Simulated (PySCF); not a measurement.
Solvent effects on NMR parameters

Molfile (atoms numbered from 1):
```
C6H8N2
     RDKit          3D

 16 16  0  0  0  0  0  0  0  0999 V2000
    2.7491    0.3215   -0.1027 C   0  0  0  0  0  0  0  0  0  0  0  0
    1.6447   -0.3616   -0.7011 N   0  0  0  0  0  0  0  0  0  0  0  0
    0.3496   -0.2431   -0.2969 C   0  0  0  0  0  0  0  0  0  0  0  0
   -0.0489    0.6789    0.6966 C   0  0  0  0  0  0  0  0  0  0  0  0
   -1.3937    0.7402    1.0304 C   0  0  0  0  0  0  0  0  0  0  0  0
   -2.3076   -0.0990    0.3915 C   0  0  0  0  0  0  0  0  0  0  0  0
   -1.8048   -0.9758   -0.5681 C   0  0  0  0  0  0  0  0  0  0  0  0
   -0.5250   -1.0544   -0.9074 N   0  0  0  0  0  0  0  0  0  0  0  0
    2.8929    0.0620    0.9638 H   0  0  0  0  0  0  0  0  0  0  0  0
    3.6702    0.0586   -0.6391 H   0  0  0  0  0  0  0  0  0  0  0  0
    2.6353    1.4180   -0.1660 H   0  0  0  0  0  0  0  0  0  0  0  0
    1.8075   -1.1201   -1.3493 H   0  0  0  0  0  0  0  0  0  0  0  0
    0.6783    1.3245    1.1897 H   0  0  0  0  0  0  0  0  0  0  0  0
   -1.7292    1.4454    1.7955 H   0  0  0  0  0  0  0  0  0  0  0  0
   -3.3718   -0.0789    0.6302 H   0  0  0  0  0  0  0  0  0  0  0  0
   -2.4820   -1.6599   -1.0942 H   0  0  0  0  0  0  0  0  0  0  0  0
  1  2  1  0
  2  3  1  0
  3  4  2  0
  4  5  1  0
  5  6  2  0
  6  7  1  0
  7  8  2  0
  8  3  1  0
  1  9  1  0
  1 10  1  0
  1 11  1  0
  2 12  1  0
  4 13  1  0
  5 14  1  0
  6 15  1  0
  7 16  1  0
M  END
```

GIAO PBE0/pcSseg-1 in PySCF 2.14 on one PBE0-D3(BJ)/def2-SVP conformer, non-relativistic, equivalent nuclei averaged. Solvents enter as an IEF-PCM continuum (chloroform with ε = 4.7, acetonitrile with ε = 35.7) around the gas-phase geometry. Shifts are referred to TMS computed in the same medium.

Gas phase, δ in ppm: C3 161.2, C7 155.1, C5 143.1, C6 116.4, C4 103.8, C1 28.8, H16 8.16, H14 7.49, H15 6.49, H13 6.04, H12 4.12, H9/H10/H11 2.80. Dipole moment 2.05 D.

Task: How does each δ change in the continuum?

Result: 
| atoms | environment | Δδ, chloroform | Δδ, acetonitrile |
| --- | --- | --- | --- |
| C3 | aromatic carbon bearing nitrogen | +1.2 | +1.7 |
| C7 | aromatic CH next to a ring nitrogen | +0.7 | +1.0 |
| C5 | aromatic CH | +2.1 | +3.1 |
| C6 | aromatic CH | +0.4 | +0.7 |
| C4 | aromatic CH | +1.7 | +2.5 |
| C1 | methyl carbon bonded to N | +0.3 | +0.5 |
| H16 | hydrogen on an aromatic CH next to a ring nitrogen | 0.00 | -0.01 |
| H14 | hydrogen on an aromatic CH | +0.20 | +0.29 |
| H15 | hydrogen on an aromatic CH | +0.13 | +0.19 |
| H13 | hydrogen on an aromatic CH | +0.24 | +0.36 |
| H12 | hydrogen on an aniline-type nitrogen | +0.33 | +0.43 |
| H9/H10/H11 | hydrogen on a methyl carbon bonded to N | +0.08 | +0.12 |

Changes are relative to the gas phase. The dipole moment becomes 2.59 D in chloroform, 2.80 D in acetonitrile.

Task: Which nuclei move most (in ppm), and what does the model miss?

Result: C5 (aromatic CH, +3.1 ppm) in acetonitrile. A continuum only polarises the solute; specific hydrogen bonds, the anisotropy of aromatic solvents and changes of geometry or conformer are outside it.
